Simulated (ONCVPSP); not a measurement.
# u(r) = r·R(r): atom against pseudo-atom (lanthanum)

Columns: radius, all-electron u(r) and pseudo u(r) of the 5s shell (level -38.95 eV) of lanthanum in the configuration [Kr] 4d10 5s2 5p6 5d1 6s2; PBEsol, scalar-relativistic, ONCV scheme, ONCVPSP 4.0.1.

```csv
r (bohr),all-electron,pseudo
0.217,0.3470,0.2087
0.435,-0.4197,0.4055
0.652,-0.3353,0.5757
0.870,0.2785,0.7084
1.088,0.7428,0.7925
1.305,0.9363,0.8225
1.522,0.9361,0.8002
1.740,0.8325,0.7335
1.957,0.6912,0.6369
2.175,0.5482,0.5256
2.392,0.4222,0.4156
2.610,0.3179,0.3169
2.827,0.2360,0.2359
3.045,0.1730,0.1730
3.262,0.1260,0.1260
3.480,0.0910,0.0910
3.697,0.0656,0.0656
3.915,0.0470,0.0469
4.132,0.0336,0.0336
4.350,0.0239,0.0239
4.567,0.0170,0.0170
4.785,0.0120,0.0120
5.002,0.0085,0.0085
5.220,0.0060,0.0060
5.437,0.0042,0.0042
5.655,0.0030,0.0030
```

**Question.** How many radial nodes do the two functions have?

**Answer.** The all-electron 5s function has n − l − 1 = 4 (the table is too coarse to show those close to the nucleus); the pseudo-wave has 0, since the states of the same l below it are removed with the core.

**Question.** At about which radius was the pseudo-wave matched?

**Answer.** 2.95 bohr, where the columns begin to agree (steps of 0.22 bohr).

**Question.** Is the pseudo-wave norm-conserving?

**Answer.** Yes: the ONCV scheme keeps the norm inside the radius equal to the all-electron one, which fixes the energy derivative of the logarithmic derivative at the level.
